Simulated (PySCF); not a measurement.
# `COC1=CP(C)C=C1C`, C7H11OP

Cartesian coordinates in Å; atom numbers follow the order of the lines, from 1:
```xyz
20

C    -1.9089   -2.2071   -0.2973
O    -1.7587   -0.8098   -0.3300
C    -0.5994   -0.3064    0.1603
C     0.4620   -0.9669    0.6700
P     1.6856    0.1890    1.3128
C     3.0421    0.0126    0.0516
C     0.7496    1.5516    0.5875
C    -0.4371    1.1442    0.1055
C    -1.5111    2.0021   -0.4685
H    -1.8661   -2.5862    0.7292
H    -1.1355   -2.7033   -0.8932
H    -2.8880   -2.4184   -0.7242
H     0.5313   -2.0283    0.8307
H     3.5553   -0.9305    0.2262
H     3.7471    0.8302    0.1844
H     2.6301    0.0335   -0.9548
H     1.0643    2.5796    0.6525
H    -1.2315    3.0513   -0.4245
H    -2.4382    1.8526    0.0829
H    -1.6981    1.7211   -1.5040
```

Method: GIAO B3LYP/pcSseg-1 magnetisability, rotational g tensor and spin-rotation constants, non-relativistic, gas phase (PySCF). Geometry: GFN2-xTB.

**Question.** Give the nuclear spin-rotation constants along the inertial axes (H = +C I·J) beside the isotropic shieldings.

**Answer.** Rotational constants 2.0910, 1.0795, 0.7865 GHz. A star marks the isotopologue with that one atom substituted, in its own axes.
```csv
atom,isotope,Caa (kHz),Cbb (kHz),Ccc (kHz),mean (kHz),σ (ppm)
P5,31P,3.494,1.546,1.199,2.080,336.2
H10,1H,-0.193,-0.084,0.010,-0.089,28.1
H11,1H,-0.150,-0.066,-0.020,-0.079,28.1
H12,1H,0.128,-0.121,-0.078,-0.024,27.6
H13,1H,-0.200,0.098,-0.102,-0.068,26.8
H14,1H,-0.216,0.019,-0.087,-0.095,30.3
H15,1H,-0.029,-0.079,-0.087,-0.065,30.3
H16,1H,-0.137,-0.121,-0.025,-0.094,31.1
H17,1H,-0.070,0.056,-0.099,-0.038,25.3
H18,1H,-0.171,0.013,-0.090,-0.082,29.8
H19,1H,-0.079,-0.112,-0.032,-0.074,29.6
H20,1H,-0.160,-0.111,-0.002,-0.091,29.6
C1,13C*,0.483,0.174,0.181,0.280,123.5
O2,17O*,-0.275,-0.281,-0.050,-0.202,211.0
C3,13C*,0.938,0.482,0.205,0.542,9.1
C4,13C*,0.689,0.430,0.101,0.407,75.4
C6,13C*,0.325,0.172,0.097,0.198,165.7
C7,13C*,0.809,0.511,0.129,0.483,38.4
C8,13C*,0.759,0.560,0.143,0.488,29.5
C9,13C*,0.322,0.159,0.118,0.200,162.5
```
For the geometry as given, no vibrational averaging.
